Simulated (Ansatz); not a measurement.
Job for Ansatz (a quantum-chemistry and plane-wave program): U-PBE0/def2-TZVPP on CuC, 2S+1 = 2, a spin state set in the input, which need not be the lowest.

Ansatz 0.2 input:
```yaml
crystal:
  periodic: [false, false, false]
  atoms:
    - {symbol: Cu, position_ang: [0.00000000, 0.00000000, 0.00000000]}
    - {symbol: C, position_ang: [0.00000000, 0.00000000, 1.97600000]}
basis:
  gaussian:
    orbitals: def2-TZVPP
hamiltonian:
  xc: {name: PBE0}
magnetization: {spin_polarized: true, initial_magnetization: 1}
relax: {f_tol: 0.002, max_steps: 120}
```

Problem. What total energy does the run end on?

Solution. -1678.1278 hartree. Its determinant has ⟨S²⟩ = 1.29, a mixture of spin states.

Problem. How many basis functions does it have, and what does it roughly cost on one machine?

Solution. 95 functions; roughly 40 core-seconds.
